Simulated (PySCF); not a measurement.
A run for PySCF: D3(BJ) and D4 dispersion corrections on H6W (SMILES [WH6]).

```python
from pyscf import gto
from pyscf.dispersion import dftd3, dftd4

mol = gto.M(
    atom='''
    W     0.00000026    0.00000000   -0.38238808
    H     1.00605094    0.00000000    0.94782210
    H    -0.50302513    0.87126490    0.94782066
    H    -0.50302513   -0.87126490    0.94782066
    H     1.65639907   -0.00000000   -0.82045756
    H    -0.82820000    1.43448343   -0.82045889
    H    -0.82820000   -1.43448343   -0.82045889
    ''',
    basis='def2-svp',
    charge=0, spin=0, verbose=0, max_memory=1800)
d3, d4 = {}, {}
for xc in ['hf', 'pbe', 'blyp', 'revpbe', 'tpss', 'r2scan', 'b3lyp', 'pbe0', 'bhlyp', 'camb3lyp', 'b2plyp']:
    d3[xc] = float(dftd3.DFTD3Dispersion(mol, xc=xc, version='d3bj', atm=False).get_dispersion()['energy'])
    print(f'D3(BJ) {xc:10s} {d3[xc]:14.8f} Eh')
for xc in ['hf', 'pbe', 'blyp', 'revpbe', 'tpss', 'r2scan', 'b3lyp', 'pbe0', 'bhlyp', 'camb3lyp', 'b2plyp']:
    d4[xc] = float(dftd4.DFTD4Dispersion(mol, xc={'camb3lyp': 'cam-b3lyp'}.get(xc, xc), atm=True).get_dispersion()['energy'])
    print(f'D4     {xc:10s} {d4[xc]:14.8f} Eh')
```

Program output:

```
D3(BJ) hf            -0.03857464 Eh
D3(BJ) pbe           -0.00365853 Eh
D3(BJ) blyp          -0.00824222 Eh
D3(BJ) revpbe        -0.00911171 Eh
D3(BJ) tpss          -0.00464852 Eh
D3(BJ) r2scan        -0.00092803 Eh
D3(BJ) b3lyp         -0.00683627 Eh
D3(BJ) pbe0          -0.00319727 Eh
D3(BJ) bhlyp         -0.00580470 Eh
D3(BJ) camb3lyp      -0.00299679 Eh
D3(BJ) b2plyp        -0.00335532 Eh
D4     hf            -0.01585535 Eh
D4     pbe           -0.00420674 Eh
D4     blyp          -0.00939506 Eh
D4     revpbe        -0.01329654 Eh
D4     tpss          -0.00565285 Eh
D4     r2scan        -0.00094721 Eh
D4     b3lyp         -0.00682335 Eh
D4     pbe0          -0.00348185 Eh
D4     bhlyp         -0.00528015 Eh
D4     camb3lyp      -0.00350009 Eh
D4     b2plyp        -0.00287480 Eh
```

The run finished.

Cost: about 0.03 core-seconds (a rough figure).
